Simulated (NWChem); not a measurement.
System: AlH2SeCl; SMILES [AlH]([SeH])[Cl]

The following NWChem deck was run.

```
start job
memory heap 200 mb stack 900 mb global 1100 mb
geometry units angstroms
  Al     0.061357     0.525105    -0.933227
  Cl    -1.867590     0.736279    -1.490759
  H      1.155726     1.080401    -1.842675
  Se     0.795357    -0.532151     0.988957
  H      0.585262     0.652986     1.786805
end
basis spherical
  * library def2-svp
end
dft
  xc pbe0
  iterations 150
end
driver
  maxiter 120
end
task dft optimize
task dft freq
```

This build's default masses of Se (78.918 u) and Br (79.917 u) are each other's, which moves their modes by up to 0.6 %.

The level has its own optimisation; frequencies are unscaled.

Problem. Give the results of this calculation. (PBE0/def2-SVP.) Quantities: r Al–Cl (Å); r Al–H (Å); r Al–Se (Å); r H–Se (Å); highest harmonic frequency (cm⁻¹); lowest (cm⁻¹); zero-point energy (kcal/mol); dipole (D).

Solution. 
| Property | Result |
|---|---|
| r Al–Cl (Å) | 2.105 |
| r Al–H (Å) | 1.574 |
| r Al–Se (Å) | 2.304 |
| r H–Se (Å) | 1.471 |
| highest harmonic frequency (cm⁻¹) | 2459 |
| lowest (cm⁻¹) | 125 |
| zero-point energy (kcal/mol) | 10.6 |
| dipole (D) | 0.38 |
